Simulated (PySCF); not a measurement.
**Ba²⁸⁺ (barium, charge +28) across methods**

[Ar] 3d10, closed-shell 1S. All numbers are calculated (PySCF 2.14, scalar relativity by spin-free X2C-1e, in an uncontracted even-tempered set (19 s from 3.9 bohr⁻², ratio 2.5; 13 p from 5 bohr⁻², ratio 2.5; 8 d from 5 bohr⁻², ratio 2.5; 4 f from 24 bohr⁻², ratio 2.7; 3 g from 36 bohr⁻², ratio 2.7)).

```json
{"method": "r2SCAN", "E (hartree)": "-7736.10", "mean ε 3s (eV)": "-2140.4", "mean ε 3p (eV)": "-1944.2", "mean ε 3d (eV)": "-1663.2", "Σ⟨r²⟩ (bohr²)": "1.619", "⟨S²⟩": "0.000"}
{"method": "PBE", "E (hartree)": "-7735.48", "mean ε 3s (eV)": "-2127.7", "mean ε 3p (eV)": "-1935.2", "mean ε 3d (eV)": "-1659.1", "Σ⟨r²⟩ (bohr²)": "1.621", "⟨S²⟩": "0.000"}
{"method": "BP86", "E (hartree)": "-7736.76", "mean ε 3s (eV)": "-2128.1", "mean ε 3p (eV)": "-1935.5", "mean ε 3d (eV)": "-1659.4", "Σ⟨r²⟩ (bohr²)": "1.621", "⟨S²⟩": "0.000"}
{"method": "PBE0", "E (hartree)": "-7735.63", "mean ε 3s (eV)": "-2147.3", "mean ε 3p (eV)": "-1951.7", "mean ε 3d (eV)": "-1671.4", "Σ⟨r²⟩ (bohr²)": "1.620", "⟨S²⟩": "0.000"}
{"method": "UHF", "E (hartree)": "-7734.50042", "mean ε 3s (eV)": "-2204.1", "mean ε 3p (eV)": "-1999.1", "mean ε 3d (eV)": "-1706.3", "Σ⟨r²⟩ (bohr²)": "1.618", "⟨S²⟩": "0.000"}
{"method": "LDA", "E (hartree)": "-7728.61", "mean ε 3s (eV)": "-2125.4", "mean ε 3p (eV)": "-1934.1", "mean ε 3d (eV)": "-1659.0", "Σ⟨r²⟩ (bohr²)": "1.622", "⟨S²⟩": "0.000"}
```

Question: Estimate the same row for r2SCANh.

Answer: E (hartree) = -7736.10; mean ε 3s (eV) = -2146.9; mean ε 3p (eV) = -1949.8; mean ε 3d (eV) = -1667.7; Σ⟨r²⟩ (bohr²) = 1.619; ⟨S²⟩ = 0.000.

Spin-orbit coupling, which splits the p, d and f shells strongly at this Z, is absent.
